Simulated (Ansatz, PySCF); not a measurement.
Spin gap between two states, R1 and P1; the higher of the two is an excited state, each structure at its B3LYP-D3(BJ)/def2-TZVP stationary point, reached from a drawn start (curvature not checked).
R1, S2 (SMILES S=S) (charge 0, multiplicity 3, Z-matrix in Å and degrees):
```
S
S 1 1.9036
```
P1, S2 (SMILES S=S) (charge 0, multiplicity 1, Z-matrix in Å and degrees):
```
S
S 1 1.9055
```

P less R. No zero-point or thermal terms; singlets are restricted closed shells; open shells are unrestricted; no spin–orbit coupling.

Cores are frozen in the correlated methods. CBS: X⁻³ extrapolation of the correlation energy, Hartree–Fock from the larger set.

The values were computed with Ansatz (Gaussian orbitals); PySCF for the D3/D4 terms. Each number belongs to the level named beside it.

PBE/def2-TZVPP gives 95.2 kJ/mol for the spin gap.

Question: Predict the shift from PBE, with its sign, for: PBE-D3(BJ)/def2-TZVPP, r2SCAN/def2-TZVPP, PBE0/def2-TZVPP, wB97M-V/def2-TZVPP, B2PLYP/def2-TZVPP, MP2/CBS(cc-pV(T+d)Z, cc-pV(Q+d)Z), CCSD(T)/CBS(cc-pV(T+d)Z, cc-pV(Q+d)Z).

Answer: PBE-D3(BJ)/def2-TZVPP 0.0; r2SCAN/def2-TZVPP 21.0; PBE0/def2-TZVPP 8.7; wB97M-V/def2-TZVPP -15.5; B2PLYP/def2-TZVPP -4.6; MP2/CBS(cc-pV(T+d)Z, cc-pV(Q+d)Z) -23.0; CCSD(T)/CBS(cc-pV(T+d)Z, cc-pV(Q+d)Z) -24.5 kJ/mol. 3 of 7 lie above PBE; the widest gap is to CCSD(T)/CBS(cc-pV(T+d)Z, cc-pV(Q+d)Z).

Ansatz is an electronic-structure program.
